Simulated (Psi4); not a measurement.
C₅H₇ (SMILES [CH]1CC12CC2), doublet, geometry from GFN2-xTB; CISD/3-21G (Psi4 1.11).

Here is a job for Psi4.
```
memory 2 GB

molecule {
0 2
C    -0.00592064    0.06255727    0.04919876
C     0.05276925    0.74146840    1.29776337
C    -0.04143606   -0.73565075    1.32173897
C     0.71684363    0.01914460   -1.25871358
C    -0.78709602    0.06699964   -1.21998696
H     0.71989492    1.44391333    1.74538562
H    -0.98300469   -1.19090749    1.60534724
H     0.81949464   -1.32985821    1.61492175
H     1.19255360   -0.91053662   -1.53692256
H     1.25302117    0.90112219   -1.57731201
H    -1.33584518   -0.82610055   -1.48128458
H    -1.27707539    0.98525249   -1.51013864
}

set {
  basis 3-21g
  reference uhf
}

energy('cisd')
print_variables()
```

It wrote (shortened):

```
Traceback (most recent call last):
  File "psi4", line 375, in <module>
  File "<string>", line 33, in <module>
  File "site-packages/psi4/driver/driver.py", line 461, in energy
  File "site-packages/psi4/driver/task_planner.py", line 255, in task_planner
  File "site-packages/psi4/driver/driver_util.py", line 222, in negotiate_derivative_type
  File "site-packages/psi4/driver/driver_util.py", line 355, in highest_analytic_derivative_available

psi4.driver.p4util.exceptions.MissingMethodError: Method=cisd is not available for any derivative level under conditions CI_TYPE=CONV, REFERENCE=UHF, FREEZE_CORE=FALSE, QC_MODULE=(auto). See https://psicode.org/psi4manual/master/introduction.html#ss-cisd. Or did you mean? ccd ccsd cisdt cisdtq qcisd lccsd ci2 ci3 ci4 ci5 ci6 ci7 ci8 ci9 ci10 ci11 ci12 ci13 ci14 ci15 ci16 ci17 ci18 ci19 ci20 ci21 ci22 ci23 ci24 ci25 ci26 ci27 ci28 ci29 ci30 ci31 ci32 ci33 ci34 ci35 ci36 ci37 ci38 ci39 ci40 ci41 ci42 ci43 ci44 ci45 ci46 ci47 ci48 ci49 ci50 ci51 ci52 ci53 ci54 ci55 ci56 ci57 ci58 ci59 ci60 ci61 ci62 ci63 ci64 ci65 ci66 ci67 ci68 ci69 ci70 ci71 ci72 ci73 ci74 ci75 ci76 ci77 ci78 ci79 ci80 ci81 ci82 ci83 ci84 ci85 ci86 ci87 ci88 ci89 ci90 ci91 ci92 ci93 ci94 ci95 ci96 ci97 ci98

Printing out the relevant lines from the Psithon --> Python processed input file:
    H    -1.27707539    0.98525249   -1.51013864
    """)
    core.IO.set_default_namespace("")
    core.set_global_option("BASIS", "3-21g")
    core.set_global_option("REFERENCE", "uhf")
--> energy('cisd')
    print_variables()

!----------------------------------------------------------------------------------!
!                                                                                  !
!  Method=cisd is not available for any derivative level under conditions          !
!     CI_TYPE=CONV, REFERENCE=UHF, FREEZE_CORE=FALSE, QC_MODULE=(auto). See        !
!     https://psicode.org/psi4manual/master/introduction.html#ss-cisd. Or did you  !
!     mean? ccd ccsd cisdt cisdtq qcisd lccsd ci2 ci3 ci4 ci5 ci6 ci7 ci8 ci9 ci10 !
!     ci11 ci12 ci13 ci14 ci15 ci16 ci17 ci18 ci19 ci20 ci21 ci22 ci23 ci24 ci25   !
!     ci26 ci27 ci28 ci29 ci30 ci31 ci32 ci33 ci34 ci35 ci36 ci37 ci38 ci39 ci40   !
!     ci41 ci42 ci43 ci44 ci45 ci46 ci47 ci48 ci49 ci50 ci51 ci52 ci53 ci54 ci55   !
!     ci56 ci57 ci58 ci59 ci60 ci61 ci62 ci63 ci64 ci65 ci66 ci67 ci68 ci69 ci70   !
!     ci71 ci72 ci73 ci74 ci75 ci76 ci77 ci78 ci79 ci80 ci81 ci82 ci83 ci84 ci85   !
!     ci86 ci87 ci88 ci89 ci90 ci91 ci92 ci93 ci94 ci95 ci96 ci97 ci98             !
!                                                                                  !
!----------------------------------------------------------------------------------!
```

The input was rejected before any calculation.
